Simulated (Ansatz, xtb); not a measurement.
## H4S3Sn: which of two conformers lies lower

Structure I: `[SH][SnH]([SH])[SH]`, a singlet. Structure II: `[SH][SnH]([SH])[SH]`, a singlet. Both are isolated molecules in the gas phase, relaxed with PBE0-D4/def2-SVP.

I (Å):

```yaml
atoms:
  - { symbol: S, position_ang: [-0.4875, 2.3584, -1.0138] }
  - { symbol: S, position_ang: [0.0641, -0.2554, 1.6944] }
  - { symbol: S, position_ang: [0.5910, -1.2425, -2.1423] }
  - { symbol: Sn, position_ang: [0.8978, 0.4611, -0.4539] }
  - { symbol: H, position_ang: [-0.6420, 1.9158, -2.2820] }
  - { symbol: H, position_ang: [2.5714, 0.8141, -0.4032] }
  - { symbol: H, position_ang: [1.1490, -1.0229, 1.9463] }
  - { symbol: H, position_ang: [-0.6470, -1.5501, -1.6952] }
```

II (Å):

```
atom    x (Å)    y (Å)    z (Å)
   S  -0.1085   1.5761  -1.6145
   S   2.0125  -0.5454   0.8942
   S  -1.8145  -1.2418   0.4942
  Sn  -0.1408   0.5041   0.5542
   H  -0.8535   0.5822  -2.1480
   H  -0.4761   1.6327   1.7909
   H   2.3331  -0.3726  -0.4078
   H  -0.8600  -2.1924   0.3808
```

**Question.** Estimate E(II) − E(I) at the level CCSD(T)/def2-SVP + ΔMP2/def2-TZVPP.

**Answer.** CCSD(T)/def2-SVP + ΔMP2/def2-TZVPP gives E(II) − E(I) = +0.006 eV, slightly favouring structure I, which is too small a margin to settle the true order.

The same difference at several levels:

| level | geometry | E(II) − E(I) (eV) | departure from the last row (eV) | job, with rough time for the two |
| --- | --- | --- | --- | --- |
| PBE0-D4/def2-SVP | PBE0-D4/def2-SVP | −0.019 | −0.025 | optimisation, 79 s |
| HF/def2-SVP | PBE0-D4/def2-SVP | +0.002 | −0.004 | part of the CCSD(T) run |
| MP2/def2-SVP | PBE0-D4/def2-SVP | −0.010 | −0.016 | part of the CCSD(T) run |
| CCSD(T)/def2-SVP | PBE0-D4/def2-SVP | −0.008 | −0.014 | single point |
| CCSD(T)/def2-SVP + ΔMP2/def2-TZVPP | PBE0-D4/def2-SVP | +0.006 |  | single point, 26 s |

The largest departure from CCSD(T)/def2-SVP + ΔMP2/def2-TZVPP is that of PBE0-D4/def2-SVP, 0.025 eV. Levels run at GFN2-xTB geometries aren't shown. The last row adds to CCSD(T) the change of the MP2 difference between the two basis sets, here +0.014 eV.

With harmonic frequencies from PBE0-D4/def2-SVP (ideal gas, rigid rotor, one conformer each, 298.15 K, 1 atm): on the last row, ΔE + ΔZPE = +0.008 eV. A mode under 50 cm⁻¹ makes harmonic enthalpies and free energies unreliable, so none is given.

The correlated steps freeze 19 core orbitals; the filled d shell of Sn is correlated, in a basis made for valence electrons. Atoms past krypton carry core potentials in the def2 sets and no spin–orbit term is included. Programs: Ansatz 0.2.0; the last row on 2 threads of Arm Neoverse V2 on a shared host.
